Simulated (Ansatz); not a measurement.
Consider the ligand exchange at the Si–C bond: `F[SiH2]C#[C][GeH3]` + `CO[SiH2]S` → `CO[SiH2]S[SiH2]F` + `C#[C][GeH3]`.

Isolated molecules relaxed with PBE0-D4/def2-TZVP in Ansatz; ΔE leaves out vibrations. CCSD(T)/CBS is the MP2 limit (def2-TZVPP, def2-QZVPP) plus CCSD(T) − MP2 in def2-TZVPP, frozen cores. This one scheme is used for every species. DFT in def2-TZVPP. B3LYP here is the variant with VWN-RPA as its local correlation; programs differ in this. For Ge outer-core shells are correlated without core-valence functions, which leaves a few kJ/mol of doubt a bond. Scalar relativity is left out up to krypton. One conformer a species, not always the lowest.

```tsv
level	ΔE (kcal/mol)	difference from CCSD(T)/CBS
PBE-D4	-8.1	-0.5
r2SCAN-D4	-7.7	-0.1
PBE0-D4	-8.3	-0.7
B3LYP-D4	-7.6	0.0
ωB97X-V	-8.0	-0.4
ωB97M-V	-8.2	-0.6
B2PLYP	-5.8	1.8
PBE	-6.4	1.2
r2SCAN	-7.3	0.3
PBE0	-6.8	0.8
B3LYP	-4.8	2.8
HF/def2-TZVPP	-4.5	3.1
MP2/def2-TZVPP	-7.3	0.3
SCS-MP2/def2-TZVPP	-6.2	1.4
CCSD/def2-TZVPP	-6.3	1.3
CCSD(T)/def2-TZVPP	-6.7	0.9
HF/def2-QZVPP	-4.4	3.2
MP2/def2-QZVPP	-7.7	-0.1
SCS-MP2/def2-QZVPP	-6.6	1.0
HF/CBS(def2)	-4.4	3.2
MP2/CBS(def2)	-8.2	-0.6
CCSD/CBS(def2)	-7.1	0.5
CCSD(T)/CBS	-7.6	0
```

Largest T1 diagnostic among the species: 0.012.

In def2-TZVPP, CCSD(T) changes the Hartree–Fock value by −2.2 kcal/mol (the triples alone add −0.4 kcal/mol) and MP2 by −2.8 kcal/mol. The D4 term adds −2.8 kcal/mol with B3LYP and −1.5 kcal/mol with PBE0; it sums over pairs of atoms, weighted by their polarisabilities, and B3LYP, whose exchange is more repulsive, gets the larger term.
